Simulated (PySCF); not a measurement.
Isomers of C3H12Ge2Si.

All values: PBE0/def2-SVPD (PySCF) at PBE0-D3(BJ)/def2-SVP geometries, gas phase, one conformer each. Core orbitals are frozen in the response; Δα² is half the sum of the squared differences of the principal polarisabilities. The calculation is non-relativistic, for germanium too.

Problem. Rank by HOMO energy, lowest first.
A. `[CH2:1]=[CH:2][GeH2:3][Ge@@H:4]([CH3:5])[SiH3:6]` with C1–C2–Ge3–Ge4 -113°, C2–Ge3–Ge4–C5 -165°
B. `[CH2:1]=[C:2]([CH3:3])[SiH2:4][GeH2:5][GeH3:6]` with C1–C2–Si4–Ge5 8°, C2–Si4–Ge5–Ge6 61°
C. `[SiH3:1][Ge@@H:2]([GeH3:3])[CH:4]1[CH2:5][CH2:6]1` with Si1–Ge2–C4–C5 82°

Solution. B (-7.66 eV), C (-7.42 eV), A (-7.23 eV).

Problem. Rank by dipole moment, highest first.
A. `[SiH3:1][Ge@@H:2]([GeH3:3])[CH:4]1[CH2:5][CH2:6]1` with Si1–Ge2–C4–C5 82°
B. `[CH2:1]=[CH:2][GeH2:3][Ge@@H:4]([CH3:5])[SiH3:6]` with C1–C2–Ge3–Ge4 -113°, C2–Ge3–Ge4–C5 -165°
C. `[CH2:1]=[CH:2][Ge@@H:3]([CH3:4])[GeH2:5][SiH3:6]` with C1–C2–Ge3–C4 -127°, C2–Ge3–Ge5–Si6 -60°

Solution. A (0.99 D), C (0.82 D), B (0.37 D).

All values together:

| SMILES | μ (D) | HOMO (eV) | LUMO (eV) | α (Å³) | Δα (Å³) | ΔSCF removal energy (eV) |
| --- | --- | --- | --- | --- | --- | --- |
| C=[CH][GeH2][Ge@@H]([CH3])[SiH3] | 0.37 | -7.23 | -0.44 | 20.38 | 6.60 | 8.82 |
| C=C(C)[SiH2][GeH2][GeH3] | 0.98 | -7.66 | -0.41 | 20.07 | 5.78 | 9.26 |
| C=[CH][Ge@@H]([CH3])[GeH2][SiH3] | 0.82 | -7.53 | -0.41 | 19.82 | 3.94 | 9.18 |
| [SiH3][Ge@@H]([GeH3])[CH]1CC1 | 0.99 | -7.42 | -0.09 | 19.89 | 5.83 | 9.03 |

Conformers: `[CH2:1]=[CH:2][GeH2:3][Ge@@H:4]([CH3:5])[SiH3:6]` with C1–C2–Ge3–Ge4 -113°, C2–Ge3–Ge4–C5 -165°; `[CH2:1]=[C:2]([CH3:3])[SiH2:4][GeH2:5][GeH3:6]` with C1–C2–Si4–Ge5 8°, C2–Si4–Ge5–Ge6 61°; `[CH2:1]=[CH:2][Ge@@H:3]([CH3:4])[GeH2:5][SiH3:6]` with C1–C2–Ge3–C4 -127°, C2–Ge3–Ge5–Si6 -60°; `[SiH3:1][Ge@@H:2]([GeH3:3])[CH:4]1[CH2:5][CH2:6]1` with Si1–Ge2–C4–C5 82°.
